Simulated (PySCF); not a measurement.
C5H10O. Atoms are numbered in the order given.

```xyz
16

C      1.4547    -0.2563     0.9107
C      0.5924    -0.7054    -0.2588
O      1.2144    -0.4068    -1.4906
C     -0.8254    -0.1718    -0.2637
C     -1.5988     0.1730     0.9705
C     -1.1349     1.2666     0.0535
H      2.4655    -0.6697     0.7881
H      1.0574    -0.5998     1.8772
H      1.5479     0.8415     0.9472
H      0.5321    -1.8072    -0.2332
H      1.1287     0.5447    -1.6222
H     -1.4088    -0.5982    -1.0867
H     -2.6635    -0.0725     0.9944
H     -1.1003     0.0831     1.9391
H     -0.3273     1.9125     0.4111
H     -1.8750     1.7827    -0.5635
```
Charge 0, spin multiplicity 1.

The structure is a stationary point at PBE0-D3(BJ)/def2-SVP. One conformer was computed; it need not be the lowest.

These are PySCF with PBE/pcSseg-1 values and carry that method's errors.

GIAO shieldings, no solvent; atoms listed in one row are averaged. δ = σ(ref) − σ: ¹³C against TMS (σ = 182.0 ppm); ¹⁷O against H2O (σ = 334.3 ppm); ¹H against TMS (σ = 31.49 ppm), references at their B3LYP-D3(BJ)/def2-TZVP geometries, non-relativistic.

```json
[
 {"nucleus": "¹³C", "atoms": "C2", "count": "1", "δ (ppm)": "72.5"},
 {"nucleus": "¹³C", "atoms": "C4", "count": "1", "δ (ppm)": "23.3"},
 {"nucleus": "¹³C", "atoms": "C1", "count": "1", "δ (ppm)": "19.2"},
 {"nucleus": "¹³C", "atoms": "C5", "count": "1", "δ (ppm)": "7.5"},
 {"nucleus": "¹³C", "atoms": "C6", "count": "1", "δ (ppm)": "1.0"},
 {"nucleus": "¹⁷O", "atoms": "O3", "count": "1", "δ (ppm)": "86.8"},
 {"nucleus": "¹H", "atoms": "H10", "count": "1", "δ (ppm)": "4.46"},
 {"nucleus": "¹H", "atoms": "H12", "count": "1", "δ (ppm)": "1.45"},
 {"nucleus": "¹H", "atoms": "H7, H8, H9", "count": "3", "δ (ppm)": "0.94"},
 {"nucleus": "¹H", "atoms": "H13", "count": "1", "δ (ppm)": "0.80"},
 {"nucleus": "¹H", "atoms": "H15", "count": "1", "δ (ppm)": "0.56"},
 {"nucleus": "¹H", "atoms": "H16", "count": "1", "δ (ppm)": "0.44"},
 {"nucleus": "¹H", "atoms": "H14", "count": "1", "δ (ppm)": "0.36"},
 {"nucleus": "¹H", "atoms": "H11", "count": "1", "δ (ppm)": "-0.09"}
]
```
